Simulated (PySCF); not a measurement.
`C1(C)=C[P@@H+]1C(C)C`, [C6H12P]+, charge +1

Molfile (atoms numbered from 1):
```
C6H12P
     RDKit          3D

 19 19  0  0  0  0  0  0  0  0999 V2000
    3.1143    0.3431   -0.1273 C   0  0  0  0  0  0  0  0  0  0  0  0
    1.8424   -0.3349   -0.3147 C   0  0  0  0  0  0  0  0  0  0  0  0
    1.0065   -0.9957   -1.1126 C   0  0  0  0  0  0  0  0  0  0  0  0
    0.3048   -0.8055    0.5150 P   0  0  2  0  0  0  0  0  0  0  0  0
   -1.2307    0.2269    0.6843 C   0  0  0  0  0  0  0  0  0  0  0  0
   -2.4265   -0.7044    0.5065 C   0  0  0  0  0  0  0  0  0  0  0  0
   -1.1768    1.3491   -0.3420 C   0  0  0  0  0  0  0  0  0  0  0  0
    3.7478   -0.2267    0.5537 H   0  0  0  0  0  0  0  0  0  0  0  0
    3.6225    0.4416   -1.0855 H   0  0  0  0  0  0  0  0  0  0  0  0
    2.9723    1.3303    0.3119 H   0  0  0  0  0  0  0  0  0  0  0  0
    0.8933   -1.3706   -2.1076 H   0  0  0  0  0  0  0  0  0  0  0  0
    0.2804   -2.0031    1.2106 H   0  0  0  0  0  0  0  0  0  0  0  0
   -1.2315    0.6412    1.6991 H   0  0  0  0  0  0  0  0  0  0  0  0
   -2.4599   -1.1122   -0.5024 H   0  0  0  0  0  0  0  0  0  0  0  0
   -2.3999   -1.5292    1.2182 H   0  0  0  0  0  0  0  0  0  0  0  0
   -3.3449   -0.1481    0.6793 H   0  0  0  0  0  0  0  0  0  0  0  0
   -2.0606    1.9736   -0.2382 H   0  0  0  0  0  0  0  0  0  0  0  0
   -1.1618    0.9529   -1.3561 H   0  0  0  0  0  0  0  0  0  0  0  0
   -0.3015    1.9813   -0.1995 H   0  0  0  0  0  0  0  0  0  0  0  0
  1  2  1  0
  2  3  2  0
  3  4  1  0
  4  5  1  0
  5  6  1  0
  5  7  1  0
  4  2  1  0
  1  8  1  0
  1  9  1  0
  1 10  1  0
  3 11  1  0
  4 12  1  1
  5 13  1  0
  6 14  1  0
  6 15  1  0
  6 16  1  0
  7 17  1  0
  7 18  1  0
  7 19  1  0
M  CHG  1   4   1
M  END
```

Level of theory: PySCF 2.14.0, GIAO KT3/pcSseg-1 magnetisability, rotational g tensor and spin-rotation constants, non-relativistic, gas phase. Geometry: GFN2-xTB.

For an ion the centre-of-mass motion in the field is neglected.

(1) What are the magnetisability and the molar susceptibility?

(2) Split it along the inertial axes a, b, c into diamagnetic and paramagnetic parts about the centre of mass, with the quadrupole moment.

(3) And the rotational g tensor?

Results:

(1) Isotropic -1318 × 10⁻³⁰ J/T², or -79.4 × 10⁻⁶ cm³/mol; principal values -1512, -1289, -1153 × 10⁻³⁰ J/T², anisotropy 314 × 10⁻³⁰ J/T² (root of half the summed squared differences of the principal values). The susceptibility is in cgs units.

(2) 
| axis | χ (10⁻⁶ cm³/mol) | diamagnetic (10⁻⁶ cm³/mol) | paramagnetic (10⁻⁶ cm³/mol) | summed x² of all electrons (Å²) | quadrupole Θ (D Å) |
| --- | --- | --- | --- | --- | --- |
| a | -78.7 | -403.1 | 324.4 | 214.5 | +14.51 |
| b | -89.3 | -1059.0 | 969.7 | 59.9 | -7.52 |
| c | -70.1 | -1163.9 | 1093.8 | 35.1 | -6.99 |

Anisotropies 2χaa − χbb − χcc = +2.1 and 2χbb − χaa − χcc = -29.9 × 10⁻⁶ cm³/mol. Θ is traceless in Buckingham's convention.

(3) 
```tsv
axis	rotational constant (GHz)	g	nuclear part	electronic part
a	4.2425	+0.0047	0.6513	-0.6466
b	1.3019	+0.0159	0.6090	-0.5931
c	1.1777	+0.0036	0.6088	-0.6052
```
Asymmetric top; isotopes 12C, 1H, 31P; no vibrational averaging.
